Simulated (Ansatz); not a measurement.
C$_{3}$H$_{6}$O$_{2}$Si (`C=COC(=O)[SiH3]`), relaxed with RKS PBE0-D4/def2-TZVP in Ansatz from a PBE-D4/def2-SVP geometry. The force threshold is 0.005 eV/Å; the program also tests the step.

The species carries charge 0 and has multiplicity 1.

Start:

```xyz
12

C    -1.501    0.736   -2.146
C    -1.321    0.187   -0.937
O    -0.062    0.168   -0.360
C     0.077   -0.409    0.886
O    -0.840   -0.902    1.509
Si    1.901   -0.354    1.527
H    -0.664    1.180   -2.704
H    -2.504    0.745   -2.594
H    -2.109   -0.275   -0.322
H     2.813    0.363    0.576
H     2.339   -1.778    1.706
H     1.871    0.338    2.858
```

Q: By how much does the energy fall, and how many steps does the optimiser take? (An estimate is asked.)

A: Ansatz gave: 0.06 eV, in 6 steps.

Q: Which bonds change most? (Best estimate.)

A: Computed: O3–C4 from 1.380 to 1.359 Å; C1–C2 from 1.340 to 1.320 Å; C2–H9 from 1.101 to 1.082 Å; Si6–H10 from 1.500 to 1.481 Å.

Q: Give the relaxed structure. (An estimate is asked.)

A: Ansatz gave: 
```xyz
12

C    -1.487    0.727   -2.119
C    -1.310    0.184   -0.928
O    -0.058    0.167   -0.359
C     0.082   -0.401    0.868
O    -0.824   -0.888    1.484
Si    1.887   -0.353    1.519
H    -0.666    1.165   -2.672
H    -2.474    0.736   -2.559
H    -2.088   -0.269   -0.327
H     2.779    0.356    0.572
H     2.313   -1.762    1.692
H     1.847    0.337    2.829
```
